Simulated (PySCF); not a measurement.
## Calculated NMR data

PySCF calculation with PBE0/pcSseg-1 with gauge-including orbitals and GFN2-xTB structure; non-relativistic, gas phase, equivalent nuclei averaged, a single conformation.

Referencing at the same level of theory: ¹H (31.72 ppm) and ¹³C (186.93 ppm) against TMS. Splittings of carbon signals by F and P are missing where no couplings were computed. Where no couplings were computed, multiplicities follow the n + 1 count of equivalent neighbours, and m marks all less simple cases (inequivalent or close neighbours, rings, F or P nearby). Shifts are as computed. Against solution values, carbons near 30 ppm lie about +3 ppm off and those near 130 ppm about +5 ppm; carbons on Cl a further +6 ppm. Of 1309 compounds with measured shifts, 239 miss one by over three times the rms of a fit or turn the order of signals round; such compounds aren't used in these exercises. Carbons bonded to Cl come out too deshielded.

Compound 1 (C5H7ClO2). ¹H NMR (500 MHz, computed): δ 5.76 (q, 1H), 2.21 (s, 3H), 1.66 (d, 3H). ¹³C{¹H} NMR (computed): δ 171.4, 147.0, 124.2, 22.5, 16.4. Structure: `C/C=C(/Cl)OC(C)=O`.

Compound 2 (C5H8F2O2Si). ¹H NMR (500 MHz, computed): δ 6.42 (m, 1H), 5.47 (m, 1H), 5.21 (m, 1H), 4.71 (m, 1H), 2.88 (m, 1H), 2.85 (m, 1H), 2.41 (m, 1H), 1.98 (m, 1H). ¹³C{¹H} NMR (computed): δ 215.4 (C), 127.3 (CH), 85.0 (CH), 40.5 (CH2), 22.8 (CH2). Structure: SMILES O=C1CC[C@@H]1O[SiH2]C(F)F.

Compound 3 (C7H13FOSi). ¹H NMR (500 MHz, computed): δ 4.99 (m, 1H), 4.72 (m, 1H), 4.34 (m, 1H), 3.91 (m, 1H), 3.65 (m, 1H), 3.60 (m, 1H), 3.54 (m, 1H), 1.23 (d, 3H), 0.86 (m, 1H), 0.48 (m, 1H), -0.04 (m, 1H). ¹³C{¹H} NMR (computed): δ 83.8 (CH), 75.7 (CH2), 75.4 (CH2), 21.6 (CH), 15.9 (CH2), 15.6 (CH3), 10.8 (C). Structure: `C[C@@H]1C[C@]12COC[C@@H](F)[SiH2]2`.
